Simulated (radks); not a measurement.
The numbers below are computed, except where a source is named.
All-electron atom: the tellurium ion Te4+ in [Kr] 4d8 5s2 6s2 (not the ground configuration).

Level of theory: scalar-relativistic Kohn-Sham, AM05, spin-unpolarised, spherical densities, point nucleus (a radial shooting solver on a logarithmic mesh with Libxc functionals).

Energy parts (eV):
total: -184509.045
kinetic: 193303.774
electron-nucleus: -443178.201
Hartree: 69919.495
exchange-correlation: -4554.113

Orbitals (lengths in bohr, moments of r in powers of bohr; <r^-3> diverges for s and p1/2):
| orbital | occ. | eigenvalue (eV) | <r^4> | <r^2> | <r^-3> | <r> |
|---|---|---|---|---|---|---|
| 1s | 2 | -31671.06 | 2.879e-06 | 0.001049 | - | 0.02783 |
| 2s | 2 | -4921.743 | 0.0004937 | 0.01696 | - | 0.1199 |
| 2p | 6 | -4427.507 | 0.0003560 | 0.01341 | 5388 | 0.1048 |
| 3s | 2 | -1037.988 | 0.02145 | 0.1188 | - | 0.3223 |
| 3p | 6 | -877.3680 | 0.02254 | 0.1190 | 1021 | 0.3203 |
| 3d | 10 | -634.3905 | 0.01985 | 0.1042 | 140.9 | 0.2966 |
| 4s | 2 | -233.9353 | 0.6073 | 0.6444 | - | 0.7557 |
| 4p | 6 | -183.2898 | 0.8194 | 0.7380 | 203.4 | 0.8056 |
| 4d | 8 | -108.6231 | 1.553 | 0.9753 | 21.88 | 0.9171 |
| 5s | 2 | -66.0092 | 15.68 | 3.319 | - | 1.723 |
| 5p | 0 | -52.1967 | 25.58 | 4.208 | 37.41 | 1.937 |
| 5d | 0 | -33.5666 | 71.81 | 7.012 | 3.311 | 2.495 |
| 6s | 2 | -28.9466 | 222.0 | 12.87 | - | 3.411 |

The highest occupied level is 6s at -28.947 eV. The configuration is held as typed, so some empty levels lie below it. The density falls to 0.001 e/bohr^3 at r = 4.78 bohr. Summed over all electrons, <r^2> = 48.01 bohr^2, which gives a Langevin (diamagnetic) susceptibility term of -38 x 10^-6 cm^3/mol.
